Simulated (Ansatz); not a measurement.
C$_{2}$H$_{5}$GeNO (`[GeH3][CH]1N=CO1`), relaxed with RKS PBE0-D4/def2-TZVP in Ansatz from a PBE-D4/def2-SVP geometry. The force threshold is 0.005 eV/Å; the program also tests the step.

The species carries charge 0 and has multiplicity 1.

Start:

```xyz
10

Ge   -1.515    0.057   -0.266
C     0.236   -0.028    0.674
N     1.114   -1.102    0.206
C     1.849   -0.127   -0.236
O     1.173    1.002    0.142
H    -2.237    1.373    0.118
H    -2.363   -1.162    0.168
H    -1.212    0.014   -1.781
H     0.158    0.061    1.779
H     2.796   -0.089   -0.802
```

Question: By how much does the energy fall, and how many steps does the optimiser take? (An estimate is asked.)

Answer: Ansatz gave: 4.06 kJ/mol, in 8 steps, 1 of them rejected.

Question: Which bonds change most? (Best estimate.)

Answer: Computed: N3–C4 from 1.299 to 1.280 Å; C4–H10 from 1.104 to 1.085 Å; C2–H9 from 1.111 to 1.092 Å; C4–O5 from 1.369 to 1.353 Å.

Question: Give the relaxed structure. (Best estimate.)

Answer: Ansatz gave: 
```xyz
10

Ge   -1.510    0.057   -0.268
C     0.231   -0.023    0.660
N     1.117   -1.088    0.201
C     1.846   -0.127   -0.227
O     1.170    0.988    0.137
H    -2.225    1.359    0.123
H    -2.346   -1.152    0.172
H    -1.229    0.018   -1.773
H     0.162    0.060    1.747
H     2.783   -0.093   -0.773
```
